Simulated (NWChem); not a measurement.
# C$_{2}$H$_{6}$Al cation; SMILES [CH3][Al+][CH3]

Computed with NWChem. Pople sets run with spherical d functions. All runs use the structure optimised with B3LYP/6-31G* (spherical d). Level SCAN/6-31G*: energy and gradient on several grids; changes count from the extra-fine grid, which is no exact limit either.

```csv
grid,size of the energy change (μHa),largest change of a gradient component (μHa/bohr),"time, medium = 1 (rough)"
xcoarse,10000,3000,about 1
coarse,8000,400,about 1
medium,300,600,about 1
fine,200,400,about 1
xfine,< 10,< 30,2
```
